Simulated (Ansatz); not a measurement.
Reactions of CH$_{8}$B$_{2}$N$_{2}$, SMILES `CBNBN`.

Gas-phase electronic energies from Ansatz, PBE0-D4/def2-TZVP geometries. CCSD(T)/CBS adds triple-zeta CCSD(T) − MP2 to the extrapolated MP2 energy (def2 sets, frozen cores). Functionals use def2-TZVPP. For Ga outer-core shells are correlated without core-valence functions, which leaves a few kJ/mol of doubt a bond. Scalar relativity is left out up to krypton. One conformer a species, not always the lowest.

| reaction | PBE0-D4 (kJ/mol) |
| --- | --- |
| `CBNBN` + `CC(=N)Cl` → `N=C(Cl)BN` + `CBNC` | 111 |
| `CBNBN` + `CB[SiH2]C` → `CB[SiH2]BC` + `CNBN` | 204 |
| `CBNBN` + `[CH3][Ga]([CH3])[F]` → `C[BH][Ga]([CH3])[F]` + `CNBN` | 210 |
| `CBNBN` + `CO[SiH](O)F` → `CBO[SiH](O)F` + `CNBN` | -32 |

Give the CCSD(T)/CBS values in the same order. (Best estimate.)

Ansatz gave: 111, 215, 219, -32 kJ/mol.

Largest T1 diagnostic: 0.014, for `N=C(Cl)BN`.
